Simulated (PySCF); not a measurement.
PySCF job for Al(Cl)(NHMe)(OH) (CH₅AlClNO), SMILES C[NH][Al]([OH])[Cl], TDDFT-PBE/def2-SVPD. Geometry: PBE-D3(BJ)/def2-SVP. The structure was generated by enumeration; whether it is a known compound was not checked. One conformer was computed; it need not be the lowest.

```python
import numpy as np
from pyscf import gto, scf, dft, tdscf

mol = gto.M(
    atom='''
    Al    0.25047288   -0.11082171   -0.00000000
    Cl   -0.57534156   -2.05926042    0.00000000
    N    -0.83633721    1.28990964   -0.00000000
    C    -0.47048200    2.69745049    0.00000000
    H    -1.84845586    1.13919327    0.00000000
    H    -0.84799334    3.24111729   -0.89700952
    H    -0.84799334    3.24111729    0.89700952
    H     0.63311936    2.80330208    0.00000000
    O     1.94034656    0.16974624    0.00000000
    H     2.59046221   -0.54866084   -0.00000000
    ''',
    basis='def2-SVPD',
    charge=0,
    spin=0,
    symmetry=True,
    max_memory=1600,
    verbose=4,
)
mf = dft.RKS(mol, xc='pbe').density_fit(auxbasis='def2-universal-jkfit')
mf.grids.level = 3
mf.conv_tol = 1e-9
mf.max_cycle = 100
mf.kernel()
mf.grids = dft.Grids(mol).set(level=1).build(with_non0tab=True)  # coarser grid for the response kernel
td = tdscf.TDDFT(mf)
td.singlet = True
td.nstates = 10
td.conv_tol = 1e-4
td.positive_eig_threshold = 1e-6
td.kernel(x0=td.get_init_guess(mf, 15))
td.analyze()
tt = tdscf.TDA(mf)
tt.singlet = False
tt.nstates = 4
tt.conv_tol = 1e-4
tt.positive_eig_threshold = 1e-6
tt.kernel(x0=tt.get_init_guess(mf, 9))
tt.analyze(verbose=3)
```

Output:

```
PySCF version 2.14.0

[INPUT] verbose = 4
[INPUT] num. atoms = 10
[INPUT] num. electrons = 56
[INPUT] charge = 0
[INPUT] spin (= nelec alpha-beta = 2S) = 0
[INPUT] symmetry True subgroup None
[INPUT] Mole.unit = angstrom
[INPUT] Symbol           X                Y                Z      unit          X                Y                Z       unit  Magmom
[INPUT]  1 Al     0.250472880000  -0.110821710000   0.000000000000 AA    0.473325144831  -0.209422680556   0.000000000000 Bohr   0.0
[INPUT]  2 Cl    -0.575341560000  -2.059260420000   0.000000000000 AA   -1.087237976480  -3.891438212957   0.000000000000 Bohr   0.0
[INPUT]  3 N     -0.836337210000   1.289909640000   0.000000000000 AA   -1.580448274683   2.437575945036   0.000000000000 Bohr   0.0
[INPUT]  4 C     -0.470482000000   2.697450490000   0.000000000000 AA   -0.889082126538   5.097442660674   0.000000000000 Bohr   0.0
[INPUT]  5 H     -1.848455860000   1.139193270000   0.000000000000 AA   -3.493075328747   2.152763283248   0.000000000000 Bohr   0.0
[INPUT]  6 H     -0.847993340000   3.241117290000  -0.897009520000 AA   -1.602475168055   6.124824015693  -1.695102323928 Bohr   0.0
[INPUT]  7 H     -0.847993340000   3.241117290000   0.897009520000 AA   -1.602475168055   6.124824015693   1.695102323928 Bohr   0.0
[INPUT]  8 H      0.633119360000   2.803302080000   0.000000000000 AA    1.196422194560   5.297473175624   0.000000000000 Bohr   0.0
[INPUT]  9 O      1.940346560000   0.169746240000   0.000000000000 AA    3.666723585142   0.320773904275   0.000000000000 Bohr   0.0
[INPUT] 10 H      2.590462210000  -0.548660840000   0.000000000000 AA    4.895264112936  -1.036818722874   0.000000000000 Bohr   0.0

nuclear repulsion = 266.287503851373
point group symmetry = Cs
symmetry origin: [-1.34980452e-09  2.02470640e-09  0.00000000e+00]
symmetry axis x: [ 1.00000000e+00 -1.75693431e-09 -5.10629240e-19]
symmetry axis y: [-1.75693431e-09 -1.00000000e+00  1.22679363e-19]
symmetry axis z: [-9.94453799e-19  1.22679363e-19  1.00000000e+00]
num. orbitals of irrep A' = 106
num. orbitals of irrep A" = 48
number of shells = 66
number of NR pGTOs = 230
number of NR cGTOs = 154
basis = def2-SVPD
ecp = {}


[settings echo left out]
init E= -873.119556480787
HOMO (A") = -0.291883197698757  LUMO (A') = -0.0926663755900159  gap/eV = 5.42097
cycle= 1 E= -872.823633582637  delta_E= 0.296  |g|= 0.977  |ddm|=  4.8
HOMO (A") = -0.0822456278418082  LUMO (A') = -0.0215043090502509  gap/eV = 1.65286
cycle= 2 E= -871.625279953968  delta_E=  1.2  |g|= 2.46  |ddm|= 3.05
HOMO (A") = -0.196928251507568  LUMO (A') = -0.0563043698978216  gap/eV = 3.82657
cycle= 3 E= -873.00501763337  delta_E= -1.38  |g|= 0.284  |ddm|= 2.18
HOMO (A") = -0.224146481725873  LUMO (A') = -0.0583429528487156  gap/eV = 4.51174
cycle= 4 E= -873.019862348827  delta_E= -0.0148  |g|= 0.18  |ddm|= 0.588
HOMO (A") = -0.204878417516988  LUMO (A') = -0.0579702583735147  gap/eV = 3.99757
cycle= 5 E= -873.026337276928  delta_E= -0.00647  |g|= 0.0671  |ddm|= 0.211
HOMO (A") = -0.210325415850985  LUMO (A') = -0.0570838504978926  gap/eV = 4.16992
cycle= 6 E= -873.027388928717  delta_E= -0.00105  |g|= 0.0156  |ddm|= 0.0902
HOMO (A") = -0.208989725341403  LUMO (A') = -0.0566785217978523  gap/eV = 4.14460
cycle= 7 E= -873.027442036068  delta_E= -5.31e-05  |g|= 0.00465  |ddm|= 0.0262
HOMO (A") = -0.209304810058428  LUMO (A') = -0.0570057831020345  gap/eV = 4.14427
cycle= 8 E= -873.027447820946  delta_E= -5.78e-06  |g|= 0.000975  |ddm|= 0.00781
HOMO (A") = -0.20932867244579  LUMO (A') = -0.0569836251004734  gap/eV = 4.14552
cycle= 9 E= -873.027448063059  delta_E= -2.42e-07  |g|= 0.000182  |ddm|= 0.00167
HOMO (A") = -0.209324948940399  LUMO (A') = -0.0569844549179659  gap/eV = 4.14540
cycle= 10 E= -873.027448066993  delta_E= -3.93e-09  |g|= 0.000122  |ddm|= 0.000466
HOMO (A") = -0.209329614371387  LUMO (A') = -0.0569868781900809  gap/eV = 4.14546
cycle= 11 E= -873.027448070838  delta_E= -3.84e-09  |g|= 2.01e-05  |ddm|= 0.000161
HOMO (A") = -0.209328954278894  LUMO (A') = -0.0569867639411097  gap/eV = 4.14544
cycle= 12 E= -873.027448070933  delta_E= -9.53e-11  |g|= 2.55e-06  |ddm|= 3.89e-05
HOMO (A") = -0.209328678442428  LUMO (A') = -0.0569866408413162  gap/eV = 4.14544
Extra cycle  E= -873.027448070934  delta_E= -1.36e-12  |g|= 3.15e-06  |ddm|= 1.06e-05
converged SCF energy = -873.027448070934
tot grids = 40512
Overwritten attributes  positive_eig_threshold  of <class 'pyscf.tdscf.rks.CasidaTDDFT'>


******** <class 'pyscf.tdscf.rks.CasidaTDDFT'> for <class 'pyscf.df.df_jk.DFSymAdaptedRKS'> ********
nstates = 10 singlet
deg_eia_thresh = 1.000e-03
wfnsym = None
conv_tol = 0.0001
eigh lindep = 1e-12
eigh level_shift = 0
eigh max_cycle = 100


Excitation energies (eV)
[4.21615    5.78301631 5.90975157 5.94031841 6.21058723 6.28760034
 6.5055399  6.7602687  6.91558876 6.99548448]

** Singlet excitation energies and oscillator strengths **
Excited State   1:   A"      4.21615 eV    294.07 nm  f=0.0089
      28 -> 29       -0.70612
Excited State   2:   A'      5.78302 eV    214.39 nm  f=0.1171
      28 -> 30       -0.68785
Excited State   3:   A"      5.90975 eV    209.80 nm  f=0.0113
      28 -> 31       -0.69461
      28 -> 32        0.11543
Excited State   4:   A"      5.94032 eV    208.72 nm  f=0.0000
      28 -> 31        0.11326
      28 -> 32        0.69721
Excited State   5:   A"      6.21059 eV    199.63 nm  f=0.0027
      27 -> 29        0.70276
Excited State   6:   A'      6.28760 eV    197.19 nm  f=0.0543
      26 -> 29       -0.69446
Excited State   7:   A"      6.50554 eV    190.58 nm  f=0.0007
      28 -> 33       -0.70180
Excited State   8:   A"      6.76027 eV    183.40 nm  f=0.0790
      25 -> 29       -0.68800
      28 -> 34        0.10395
Excited State   9:   A'      6.91559 eV    179.28 nm  f=0.0333
      23 -> 29        0.22344
      24 -> 29       -0.65490
      27 -> 30       -0.12651
Excited State  10:   A"      6.99548 eV    177.23 nm  f=0.0228
      25 -> 29        0.10108
      28 -> 34        0.69531

** Transition electric dipole moments (AU) **
state          X           Y           Z        Dip. S.      Osc.
  1        -0.0000     -0.0000      0.2933      0.0860      0.0089
  2         0.3182     -0.8517     -0.0000      0.8266      0.1171
  3         0.0000      0.0000      0.2793      0.0780      0.0113
  4         0.0000      0.0000     -0.0100      0.0001      0.0000
  5        -0.0000      0.0000      0.1328      0.0176      0.0027
  6        -0.5852      0.0993      0.0000      0.3523      0.0543
  7        -0.0000     -0.0000     -0.0664      0.0044      0.0007
  8         0.0000     -0.0000     -0.6904      0.4767      0.0790
  9        -0.0851     -0.4348     -0.0000      0.1963      0.0333
 10        -0.0000      0.0000      0.3644      0.1328      0.0228

** Transition velocity dipole moments (imaginary part, AU) **
state          X           Y           Z        Dip. S.      Osc.
  1        -0.0000     -0.0000      0.0512      0.0026      0.0113
  2         0.0698     -0.1827     -0.0000      0.0382      0.1200
  3         0.0000      0.0000      0.0618      0.0038      0.0117
  4         0.0000      0.0000      0.0003      0.0000      0.0000
  5        -0.0000      0.0000      0.0301      0.0009      0.0026
  6        -0.1358      0.0224      0.0000      0.0189      0.0546
  7        -0.0000     -0.0000     -0.0231      0.0005      0.0015
  8         0.0000     -0.0000     -0.1646      0.0271      0.0727
  9        -0.0289     -0.1114     -0.0000      0.0133      0.0348
 10        -0.0000      0.0000      0.0935      0.0087      0.0227

** Transition magnetic dipole moments (imaginary part, AU) **
state          X           Y           Z
  1        -0.1200     -0.3368     -0.0000
  2         0.0000      0.0000     -0.0858
  3        -0.5067      0.0256     -0.0000
  4        -0.5776      0.1168      0.0000
  5        -0.3284      0.5691     -0.0000
  6        -0.0000     -0.0000      0.6377
  7         0.1404     -0.1227     -0.0000
  8        -0.4806     -0.2282      0.0000
  9        -0.0000      0.0000      0.3498
 10        -0.0704     -0.2638     -0.0000
Overwritten attributes  positive_eig_threshold  of <class 'pyscf.tdscf.rks.TDA'>


******** <class 'pyscf.tdscf.rks.TDA'> for <class 'pyscf.df.df_jk.DFSymAdaptedRKS'> ********
nstates = 4 triplet
deg_eia_thresh = 1.000e-03
wfnsym = None
conv_tol = 0.0001
eigh lindep = 1e-12
eigh level_shift = 0
eigh max_cycle = 100


Excitation energies (eV)
[3.98147895 4.89653688 5.77274785 5.80689871]

** Triplet excitation energies and oscillator strengths **
Excited State   1:   A"      3.98148 eV    311.40 nm  f=0.0000
Excited State   2:   A'      4.89654 eV    253.21 nm  f=0.0000
Excited State   3:   A"      5.77275 eV    214.78 nm  f=0.0000
Excited State   4:   A"      5.80690 eV    213.51 nm  f=0.0000
```

Self-consistency was reached.
